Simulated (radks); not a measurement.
Q: Zr IV, 37 electrons, occupied as [Kr] 5p1 (not the ground configuration). Calculated with a radial shooting solver on a logarithmic mesh with Libxc functionals: Dirac Kohn-Sham, PBE, spin-unpolarised, spherical densities, point nucleus; open shells fill j = l - 1/2 first.

Spin-orbit splittings of the eigenvalues, e(l+1/2) - e(l-1/2), with zeta = 2 splitting/(2l+1) and mean radii in bohr:

| shell | occ. | splitting (eV) | zeta (eV) | <r> j=l-1/2 | <r> j=l+1/2 |
|---|---|---|---|---|---|
| 2p | 6 | 85.85 | 57.23 | 0.1387 | 0.1430 |
| 3p | 6 | 13.68 | 9.119 | 0.4548 | 0.4652 |
| 3d | 10 | 2.501 | 1.000 | 0.4501 | 0.4536 |
| 4p | 6 | ? | ? | 1.305 | 1.331 |
| 5p | 1 | 0.3349 | 0.2233 | 3.246 | 3.294 |

Estimate the 4p splitting.

A: 1.902 eV (zeta = 1.268 eV).
